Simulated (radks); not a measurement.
Q: The mean radii <r> (bohr) of the occupied orbitals of an atom or ion are listed with their occupations. Method: Dirac Kohn-Sham, Slater X-alpha with alpha = 1.022, spin-unpolarised, spherical densities, point nucleus; computed with a radial shooting solver on a logarithmic mesh with Libxc functionals.

orbital  occ.      <r>
1s1/2       2  0.02070
2s1/2       2  0.08723
2p1/2       2  0.07256
2p3/2       4  0.07972
3s1/2       2   0.2281
3p1/2       2   0.2176
3p3/2       4   0.2310
3d3/2       4   0.2035
3d5/2       6   0.2077
4s1/2       2   0.5151
4p1/2       2   0.5238
4p3/2       4   0.5546
4d3/2       4   0.5826
4d5/2       6   0.5935
5s1/2       2    1.253
5p1/2       2    1.397
5p3/2       4    1.493
4f5/2       6   0.7741
4f7/2       5   0.7873

Name the element and its charge. Open shells, if any, fill j = l - 1/2 first.

A: Z = 67, holmium, charge +2: Ho2+ in [Xe] 4f11. The 1s radius gives Z: for a bare nucleus <r> = (2 gamma + 1)/(2Z) with gamma = sqrt(1 - (Z/c)^2), 0.02048 bohr for Z = 67, and screening makes it slightly larger (0.02070 here). The occupations add up to 65, and the charge is Z minus that.
